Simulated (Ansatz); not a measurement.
Start from `FCC(F)(F)C(F)(F)C(F)(F)F` and change one atom or group to get `FC(F)COC(F)(F)C(F)(F)F`.

Ansatz, PBE0-D4/def2-TZVP geometries, multiplicity 1. Each molecule was computed in one conformer, which needn't be the lowest.

```tsv
property	`FCC(F)(F)C(F)(F)C(F)(F)F`
HOMO–LUMO gap (PBE0/def2-TZVPP) / eV	10.55
HOMO energy (ωB97M-V/def2-TZVPP) / eV	-12.38
size of the dipole moment (ωB97M-V/def2-TZVPP) / D	1.79
LUMO energy (PBE/def2-TZVPP) / eV	-0.56
LUMO energy (ωB97M-V/def2-TZVPP) / eV	2.58
size of the dipole moment (B3LYP/def2-TZVPP) / D	1.80
```

Task: What does the change do to each property? (Best estimate.)

Result: Computed: 
```
                                          property  `FC(F)COC(F)(F)C(F)(F)F`  shift
              HOMO–LUMO gap (PBE0/def2-TZVPP) / eV                     11.32   0.77
             HOMO energy (ωB97M-V/def2-TZVPP) / eV                    -12.48  -0.10
size of the dipole moment (ωB97M-V/def2-TZVPP) / D                      1.46  -0.33
                 LUMO energy (PBE/def2-TZVPP) / eV                      0.20   0.76
             LUMO energy (ωB97M-V/def2-TZVPP) / eV                      2.85   0.27
  size of the dipole moment (B3LYP/def2-TZVPP) / D                      1.47  -0.33
```

The zero-point energy changes by 34.6 kJ/mol with +3 modes. Dipoles are sizes alone; their direction can turn.

Positive LUMOs are unbound, so they and the gaps depend on the basis.

B3LYP here is the variant with VWN-RPA as its local correlation; programs differ in this.
